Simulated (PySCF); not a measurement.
Some computed properties have been withheld. Give your best values.

C₂H₉AsO₂Si.
SMILES: `CCO[Si@H](O)[AsH2]`

Conformer (atom-mapped SMILES and torsion angles): `[CH3:1][CH2:2][O:3][Si@H:4]([OH:5])[AsH2:6]`: C1–C2–O3–Si4 -82°, C2–O3–Si4–O5 67°, H–O5–Si4–O3 65°, H–As6–Si4–O3 -167°, H–As6–Si4–O3 -74°.

| property | level | value |
| --- | --- | --- |
| point group | PBE0-D3(BJ)/def2-SVP | C1 |
| rotational constants A, B, C | PBE0-D3(BJ)/def2-SVP | 2.682, 1.030, 0.891 GHz |
| dipole moment | PBE0/def2-SVPD | 1.12 D |
| HOMO energy | PBE0/def2-SVPD | ? |
| LUMO energy | PBE0/def2-SVPD | ? |
| lowest singlet excitation | TDDFT PBE0/def2-SVPD | 6.20 eV (200 nm, f = 0.005) |
| strongest line among the 10 lowest singlet transitions | TDDFT PBE0/def2-SVPD | ? |
| lowest triplet excitation (Tamm–Dancoff) | TDA PBE0/def2-SVPD | 5.46 eV |
| static isotropic polarisability | PBE0/def2-SVPD | 91.8 au |
| vertical ionisation energy | ΔSCF PBE0/def2-SVPD | 9.22 eV |
| electronic spatial extent ⟨r²⟩ about the centre of nuclear charge | PBE0/def2-SVPD | ? |
| 13C chemical shifts (computed TMS as zero) by class | GIAO B3LYP/pcSseg-1 | ? |
| 1H chemical shifts (computed TMS as zero) by class | GIAO B3LYP/pcSseg-1 | 5.63 (1 H), 3.99 (1 H), 3.83 (1 H), 1.95 (1 H), 1.59 (2 H), 1.35 (3 H) ppm |
| isotropic shieldings of nuclei other than C and H, by class | GIAO B3LYP/pcSseg-1 | 229 (1 O), 252 (1 O), 335 (1 Si), 1886 (1 As) ppm |

Electronic properties: PySCF, gas phase, density fitting. Isolated species at its PBE0-D3(BJ)/def2-SVP geometry (one conformer only). The calculation is non-relativistic and has no spin–orbit coupling, an omission that weighs most on arsenic. Atoms bound to As lack the heavy atom's spin–orbit term in their shielding, so their NMR values are less reliable. NMR classes are plain means over equivalent atoms (diastereotopic ones count apart unless rotation or inversion swaps them), as if these changed places fast; in this geometry the members of some classes differ.

Task: The 13C chemical shifts (computed TMS as zero) by class?

Result: 63.9 (1 C), 22.0 (1 C) ppm.

Task: What is the HOMO energy?

Result: -7.29 eV.

Task: The strongest line among the 10 lowest singlet transitions?

Result: S4 at 6.99 eV (177 nm, f = 0.257).

Task: The LUMO energy?

Result: 0.02 eV.

Task: What is the electronic spatial extent ⟨r²⟩ about the centre of nuclear charge?

Result: 1338 bohr².

The ΔSCF ionisation energy exceeds −ε(HOMO) by 1.93 eV with PBE0. The rotational constants make it an asymmetric top with κ = (2B − A − C)/(A − C) = -0.84, nearer the prolate limit (−1). The principal polarisabilities are 80.5, 90.5 and 104.4 au; their mean is the isotropic value. The dipole equals about 3.7 × 10⁻³⁰ C·m (1 D = 3.33564 × 10⁻³⁰ C·m).

For the TDDFT job (PBE0/def2-SVPD), hardware: x86-64 server, one thread (shared host). Cost: 2.1 min.
